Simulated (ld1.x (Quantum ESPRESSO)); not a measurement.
## Before and after: RRKJ potential for Co

Co, norm-conserving RRKJ (Kleinman–Bylander form), made with ld1.x (Quantum ESPRESSO) 7.5 (PBEsol, scalar-relativistic). Core [Ar], reference 3d7 4s2 4p0. Waves: 4p (bound, empty): rc 3.15 bohr; 3d (bound): rc 1.00 bohr; 4s (bound): rc 2.25 bohr. Local part: the s channel. Core correction: Bessel-smoothed model core inside 0.85 bohr.

Change: all radii but the core radius scaled by about 1.12 (s 2.50, p 3.52, d 1.12 bohr).

Cutoffs: the cutoffs (Ry, on a coarse ladder) from which the occupation-weighted sum of valence levels, in a spherical-Bessel basis at the reference potential, stays within 10 and 1 mRy of its value at 400 Ry; they do not see the model core or the augmentation charge, which bear on the density cutoff. Errors are all-electron minus pseudo energies relative to the spin-unpolarised reference configuration.

Question: What does the change do?

Answer: The potential gets softer (160 Ry and 230 Ry → 140 Ry and 200 Ry); of the 7 tests that both files solve, the error grows in 0 and shrinks in 2 by more than 15 % and 0.3 meV (median size 81.0 → 75.1 meV); neither file shows a bound ghost. A larger radius leaves more room for a smooth pseudo-wave, so fewer plane waves are needed.

```csv
quantity,base,changed
"cutoff, loose",160 Ry,140 Ry
"cutoff, tight",230 Ry,200 Ry
loose cutoff by channel (10 mRy a level),"d 140 Ry, s 8 Ry","d 120 Ry, s 8 Ry"
bound ghosts,none,none
"error for 3d7 4s1 4p0, meV [ΔE 9.05 eV]",-9.1,-7.6
"error for 3d7 4s0 4p0, meV [ΔE 25.74 eV]",-59,-56
"error for 3d6 4s0 4p0, meV [ΔE 61.58 eV]",-475,-523
"error for 3d7 4s1 4p1, meV [ΔE 4.38 eV]",-4.3,-3.5
"error for 3d5 4s0 4p0, meV [ΔE 116.89 eV]",-2411,-2472
"error for 3d7.5 4s1.5 4p0, meV [ΔE -0.96 eV]",-81,-75
"error for 3d8 4s0 4p0, meV [ΔE 6.42 eV]",-442,-406
```
